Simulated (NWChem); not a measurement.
Species: C$_{2}$H$_{3}$F$_{2}$NSi; SMILES C#C[Si](N)(F)F

```xyz
9

C     -0.0030     2.6805    -0.0404
C      0.0098     1.4650    -0.0347
Si     0.0200    -0.3510    -0.0214
N     -1.5062    -0.9307     0.4053
F      0.4440    -0.9425    -1.4587
F      1.2120    -0.8402     0.9515
H     -0.0106     3.7567    -0.0479
H     -2.1531    -0.3696     0.9440
H     -1.7634    -1.9091     0.3662
```
Atoms are numbered in this order, from 1.

Program: NWChem. Pople sets run with spherical d functions. All runs use the structure optimised with PBE0/def2-SVP. Atomic charges in e: unrestrained fits to the electrostatic potential beside Mulliken populations; buried atoms are poorly determined by the fit.

For level B3LYP/def2-SVP:

- Mulliken C2: -0.01
- ESP Si3: 1.33
- Mulliken Si3: 0.90
- ESP N4: -1.05
- Mulliken N4: -0.36
- Mulliken F5: -0.32

Q: What are these values for level Hartree-Fock/6-31G*?

A: Mulliken C2: -0.34
ESP Si3: 1.57
Mulliken Si3: 1.52
ESP N4: -1.25
Mulliken N4: -1.07
Mulliken F5: -0.52
